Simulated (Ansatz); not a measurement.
CH₅NO₂Si. Charge 0, multiplicity 1. The bonds changed during the relaxation, so this is another structure than the one it started from.

```xyz
10

N     1.0784   -0.6453   -0.2050
C    -0.0368   -1.3098    0.0060
O    -1.1522   -0.7869    0.1667
Si   -1.6009    1.1178    0.0822
O    -0.0018    1.6974    0.4372
H     1.9465   -1.1393   -0.3079
H     1.0379    0.3782   -0.0998
H     0.0349   -2.4026    0.0306
H    -1.3424    1.0041   -1.4223
H     0.0365    2.0863    1.3122
```

Question: Give the diagnostics of a CCSD(T)/def2-TZVPP run (frozen core, Ansatz 0.2.0). (Best estimate.)

Answer: Computed: T1 = 0.0162, largest single amplitude 0.044, largest double 0.055, (T) share of the correlation energy 4.0 %, 11 CCSD cycles. The RHF solution is stable towards an unrestricted one. T1 lies under the customary mark of 0.02 for closed shells.
